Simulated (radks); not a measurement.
Correlation energies from several functionals, in hartree. Species: Be3+ 1s1; Ca [Ar] 4s2; Co4+ [Ar] 3d5; Yb2+ [Xe] 4f14. All-electron calculation, non-relativistic Kohn-Sham, r2SCAN, spin-polarised, spherical densities, point nucleus; meta-GGA in the generalised Kohn-Sham scheme. Program: a radial shooting solver on a logarithmic mesh with Libxc functionals. Every spin shell is full or empty, so the densities are truly spherical. Functionals are evaluated on that one density, not self-consistently.

| functional | Be3+ | Ca | Co4+ | Yb2+ |
|---|---|---|---|---|
| PW92 | -0.037748 | -1.5758 | -2.0656 | -7.0485 |
| Wigner | 0 | -1.0187 | -1.1436 | -3.6936 |
| Chachiyo | -0.037349 | -1.5484 | -2.0262 | -6.9681 |
| PBE | -0.0062306 | -0.77471 | -1.0450 | -4.0981 |
| PBEsol | -0.0087007 | -0.90035 | -1.2018 | -4.5968 |
| LYP | 0 | -0.83116 | -1.0680 | -3.6921 |
| P86 | 0.0047164 | -0.88953 | -1.1857 | -4.6095 |
| PW91 | -0.0080825 | -0.84742 | -1.1447 | -4.4042 |
| OP (B88) | 0 | -0.79599 | -1.0382 | -3.6201 |
| TPSS | 0 | -0.78014 | -1.0495 | -4.0976 |
| SCAN | 0 | -0.77112 | -1.0328 | -4.1496 |
| B95 | 0 | -0.91184 | -1.2580 | -5.0841 |
